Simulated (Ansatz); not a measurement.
`C[C](=N)[AlH2]` + `O[SiH3]` → `O[SiH2][AlH2]` + `CC=N` at 600 K and 1 bar (formal exchange of groups at the Al–C bond).

Program: Ansatz. Geometries: PBE0-D4/def2-TZVP. ΔE: electronic, gas phase. CCSD(T)/CBS adds triple-zeta CCSD(T) − MP2 to the extrapolated MP2 energy (def2 sets, frozen cores). Each species was taken in one conformer, which may not be the lowest.

| species | CCSD(T)/CBS energy (Eh) | H − E (kJ/mol) | S (J/(mol·K)) |
| --- | --- | --- | --- |
| `C[C](=N)[AlH2]` | -376.38780 | 243.8 | 405.1 |
| `O[SiH3]` | -366.69042 | 135.7 | 307.9 |
| `O[SiH2][AlH2]` | -609.28590 | 169.2 | 403.0 |
| `CC=N` | -133.79309 | 216.6 | 315.6 |

H − E and S are ideal-gas, rigid-rotor, harmonic terms from PBE0-D4/def2-TZVP, for one conformer and one mirror image of each species. 1 Eh = 2625.50 kJ/mol, R = 8.31446 J/(mol·K).

By hand: ΔE, ΔH, ΔS and ΔG.

ΔE = (-609.28590) + (-133.79309) − (-376.38780) − (-366.69042) = -0.00077 Eh = -2.0 kJ/mol. Δ(H − E) = 169.2 + 216.6 − 243.8 − 135.7 = 6.3, so ΔH = 4.3 kJ/mol. ΔS = 403.0 + 315.6 − 405.1 − 307.9 = 5.6 J/(mol·K). ΔG = 4.3 − 600 × (5.6)/1000 = 0.9 kJ/mol.

By hand: the equilibrium constant, and the temperature at which ΔG would vanish if ΔH and ΔS stayed fixed.

log₁₀ K = −ΔG/(RT ln 10) = -0.1. ΔG = 0 at ΔH/ΔS = 768 K, though so small a ΔH makes that figure unsure.

TΔS isn't small against ΔH here. The sign of ΔG lies within the doubt. A doubt of 5 kJ/mol in ΔE shifts log₁₀ K by 0.4 here. Other conformers and mirror images would add mixing entropy, several J/(mol·K) or more a flexible species. These are equilibria of isolated gas molecules and say nothing of rates. Largest T1 diagnostic: 0.012 (customary marks: 0.02 for closed shells, 0.045 for open ones).
